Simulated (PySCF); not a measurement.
## Si⁺: interval between two levels

Si⁺ [Ne] 3s2 3p1 [2P3/2, M_J = 3/2] → Si⁺ [Ne] 3s1 3p2 [4P5/2, M_J = 5/2], as a difference of total energies. Computed with PySCF 2.14 in x2c-TZVPall-2c with one added diffuse shell each of s, p type (6s7p2d1f, 44 functions), with the two-component X2C-1e Hamiltonian. Correlated levels: [Ne] frozen; the 6 highest virtual spinors dropped. "Screened" scales the spin-orbit matrix elements by Boettger's factors to mimic the two-electron term; Breit and QED terms are absent.

```json
{"method": "GHF (spin-free)", "interval between two levels (cm⁻¹)": "31335"}
{"method": "GMP2 (spin-free)", "interval between two levels (cm⁻¹)": "38565"}
{"method": "GHF (screened spin-orbit)", "interval between two levels (cm⁻¹)": "31343"}
{"method": "GMP2 (screened spin-orbit)", "interval between two levels (cm⁻¹)": "38573"}
```

Errors of the correlated levels include the incompleteness of this basis and the frozen core.

The labels give the starting determinants; with spin-orbit coupling the two ends relaxed to ⟨J²⟩ = 3.77, ⟨L²⟩ = 2.01, ⟨S²⟩ = 0.75 and ⟨J²⟩ = 8.76, ⟨L²⟩ = 2.01, ⟨S²⟩ = 3.75.

For comparison: 42821 cm⁻¹ (measured; NIST Handbook of Basic Atomic Spectroscopic Data (Sansonetti and Martin, J. Phys. Chem. Ref. Data 34, 1559 (2005))).
